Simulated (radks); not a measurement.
Ba V, configuration [Kr] 4d9 5s2 5p5 (not the ground configuration). Method: Dirac Kohn-Sham, PBE, spin-unpolarised, spherical densities, finite nucleus; open shells fill j = l - 1/2 first; Fermi nuclear charge, rms radius 4.8378 fm; computed with a radial shooting solver on a logarithmic mesh with Libxc functionals.

X-ray form factor f0, the Fourier transform of the density (f0(0) = 52):

sin(theta)/lambda (1/angstrom)  f0 (electrons)
0.05                                    51.372
0.1                                     49.617
0.15                                    47.066
0.2                                     44.124
0.25                                    41.144
0.3                                     38.350
0.4                                     33.607
0.5                                     29.815
0.6                                     26.631
0.8                                     21.628
1                                       18.258
1.25                                    15.436
1.5                                     13.140
2                                        9.210
